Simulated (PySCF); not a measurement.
BGeH5, SMILES [GeH3][BH2].

Coordinates come from a ωB97X-D3(BJ)/def2-TZVP optimisation.

These are HF/def2-TZVPD in PySCF values and carry that method's errors.

Isolated molecule, no solvent.

Estimate the frontier levels, gap, dipole moment and polarisability. (Estimate from the structure and the level; the computed values follow.)


```yaml
highest_occupied_level: -11.16 eV
lowest_empty_level: 1.04 eV
orbital_gap: 12.19 eV
dipole_moment: 0.62 D
quadrupole, principal values (traceless, Buckingham form, about the centre of nuclear charge): -1.29, -0.92, 2.21 D·Å
mean_static_polarisability: 46.4 bohr³ (6.87 Å³)
polarisability_principal_values: 41.3, 44.9, 53.0 bohr³
```
